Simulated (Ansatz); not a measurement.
C$_{7}$H$_{12}$FHfN (`C[C@@]12[C@H]3[C@H]4[C@H]5[C@@H]1[Hf]4532([CH3])([NH2])[F]`), 22 atoms. The species carries charge 0 and has multiplicity 1. Correlated methods include outer-core shells of Hf, which these sets cover unevenly. Hf takes the def2 core potential. All runs use 4 threads of an AMD EPYC 7R13 on a shared host and a share of an NVIDIA H100 80 GB. Correlated methods freeze the cores.

Task: How many basis functions does each run have, and how long does it take in Ansatz? RHF-MP2/def2-QZVPP energy; RKS PBE0-D4/def2-QZVPP energy; RKS ωB97M-V/def2-QZVPP energy; RKS PBE0-D4/def2-SVP energy; RKS ωB97M-V/def2-SVP energy; RKS PBE0-D4/def2-TZVPP energy; RKS PBE-QIDH (frozen core)/def2-TZVPP energy; RKS SPW92 (LDA)/def2-TZVPP energy; direct RPA on PBE orbitals/def2-TZVPP energy; RKS HSE06 (plane-wave form)-D4/def2-TZVPP energy; RKS PBE0-D4/def2-TZVP relaxation (25 steps); RHF-CCSD(T)/def2-TZVPP energy. (An estimate is asked.)

Result: Computed: Other jobs shared the machine, so times are rough.

```csv
level,job,functions,wall time,peak host memory (GiB)
RKS PBE0-D4/def2-SVP,energy,218,15 s,0.88
RKS ωB97M-V/def2-SVP,energy,218,15 s,1
RKS PBE0-D4/def2-QZVPP,energy,954,17 s,1.6
RKS HSE06 (plane-wave form)-D4/def2-TZVPP,energy,503,20 s,1.1
RKS SPW92 (LDA)/def2-TZVPP,energy,503,22 s,1.1
RKS PBE0-D4/def2-TZVPP,energy,503,24 s,1.1
RHF-MP2/def2-QZVPP,energy,954,24 s,1.7
RKS ωB97M-V/def2-QZVPP,energy,954,25 s,1.7
direct RPA on PBE orbitals/def2-TZVPP,energy,503,27 s,3
RKS PBE-QIDH (frozen core)/def2-TZVPP,energy,503,27 s,3
RKS PBE0-D4/def2-TZVP,relaxation (25 steps),391,100 s,1.1
RHF-CCSD(T)/def2-TZVPP,energy,503,4 min,2.8
```
